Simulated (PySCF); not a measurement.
Simulated C 1s region for `[BH3-][O+]1CCC[C@H]1CC`, binding energy against the vacuum level.

Every computed line was given a Gaussian of 0.6 eV full width at half maximum and an area set by the number of equivalent atoms; the highest printed point is 100. Level of theory: PySCF, delta-SCF UKS SCAN, pcX-2 on the ionised atom, pcseg-1 elsewhere, spin-free X2C.

binding energy (eV), intensity and a bar:
```
    289.7          0 
    289.8          0 
    289.9          1 
    290.0          3 #
    290.1          7 ##
    290.2         14 ####
    290.3         24 #######
    290.4         36 ###########
    290.5         47 ##############
    290.6         57 #################
    290.7         65 ###################
    290.8         72 #####################
    290.9         79 ########################
    291.0         87 ##########################
    291.1         95 #############################
    291.2        100 ##############################
    291.3         98 #############################
    291.4         88 ##########################
    291.5         71 #####################
    291.6         51 ###############
    291.7         32 ##########
    291.8         19 ######
    291.9         13 ####
    292.0         14 ####
    292.1         23 #######
    292.2         37 ###########
    292.3         54 ################
    292.4         69 #####################
    292.5         77 #######################
    292.6         76 #######################
    292.7         65 ###################
    292.8         48 ##############
    292.9         31 #########
    293.0         18 #####
    293.1          9 ###
    293.2          4 #
    293.3          1 
    293.4          0 
    293.5          0
```

Problem. Count the maxima, the lines and the sites behind this envelope.

Solution. The curve has 2 maxima (at 291.2 and 292.5 eV). Under it lie 6 lines from 6 inequivalent carbon sites. At this width some lines have no maximum of their own.

Problem. Decompose the envelope and assign each component. Numbering: `[BH3-:1][O+:2]1[CH2:3][CH2:4][CH2:5][C@H:6]1[CH2:7][CH3:8]`.

Solution. 
```json
{"position (eV)": "290.58", "relative area": "1", "line": "C 1s", "atoms": "C8", "environment": "methyl carbon"}
{"position (eV)": "290.97", "relative area": "1", "line": "C 1s", "atoms": "C7", "environment": "chain CH2 carbon"}
{"position (eV)": "291.27", "relative area": "1", "line": "C 1s", "atoms": "C5", "environment": "ring CH2 carbon"}
{"position (eV)": "291.40", "relative area": "1", "line": "C 1s", "atoms": "C4", "environment": "ring CH2 carbon"}
{"position (eV)": "292.45", "relative area": "1", "line": "C 1s", "atoms": "C6", "environment": "sp3 carbon bound to oxygen"}
{"position (eV)": "292.62", "relative area": "1", "line": "C 1s", "atoms": "C3", "environment": "sp3 carbon bound to oxygen"}
```

Problem. What are the centre and the root-mean-square width of the whole band?

Solution. The area-weighted mean of the lines is 291.55 eV. Their own spread about it is 0.74 eV (rms) and each Gaussian has σ = 0.6/2.355 = 0.25 eV; the variances add, which gives 0.79 eV.

The listed C 1s values span 2.04 eV, from C8 (bonded to C and 3 H) to C3 (bonded to O, C and 2 H).

No satellites, vibrations or lifetime broadening are included. Isolated species at its PBE0-D3(BJ)/def2-SVP geometry (one conformer only).
